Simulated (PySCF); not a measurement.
Excitations are Tamm–Dancoff values on a coarser integration grid. The basis has no diffuse functions, so Rydberg states are missing or too high.

Z-matrix (Å, degrees):
```
Si
H 1 1.4841
S 1 2.1685 2 103.60
H 3 1.3445 1 94.98 2 -180.00
Si 1 2.3444 2 110.23 3 117.56
H 5 1.4818 1 110.48 2 -53.87
H 5 1.4839 6 108.94 1 119.14
H 5 1.4844 6 109.27 7 118.47
Si 1 2.3444 2 110.23 3 -117.56
H 9 1.4818 1 110.48 2 53.87
H 9 1.4839 10 108.94 1 -119.14
H 9 1.4844 10 109.27 11 -118.47
```
Charge 0, multiplicity 1.

Q: Estimate the S1–T1 gap (TDA), total energy, HOMO–LUMO gap, HOMO and LUMO that PBE-D3(BJ)/def2-TZVP // B3LYP-D3(BJ)/def2-TZVP in PySCF returns for this input.

A: 
- S1–T1 gap (TDA) = 0.38 eV
- total energy = -1270.9119 Ha
- HOMO–LUMO gap = 4.45 eV
- HOMO = -5.97 eV
- LUMO = -1.52 eV
